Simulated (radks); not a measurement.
Spherical quantum dot in the effective-mass picture: electrons in a parabolic well V = omega^2 r^2 / 2 with omega = 0.341, with a point charge +2 (a donor) at the centre, all in effective atomic units (hartree* = m*/eps^2 hartree, bohr* = eps/m* bohr), one dielectric constant everywhere. Method: non-relativistic Kohn-Sham, exchange-only LDA, spin-polarised, spherical densities; computed with a radial shooting solver with Libxc functionals. Levels are named by radial order and angular momentum (1s, 1p, 1d, 2s, ...), and open shells are averaged over m. Results are scaled to m* = 0.331 and eps = 5, for which hartree* = 360.3 meV and bohr* = 0.7994 nm. At N = 6 the configuration is 1s2 1p(up 3, down 0) 2s(up 1, down 0). Does electron 7 go into 1p down or 1d up or 2s down?

Answer. Into 2s down. The total energies of the other choices lie higher by 3.56 meV (1p down), 49.6 meV (1d up).
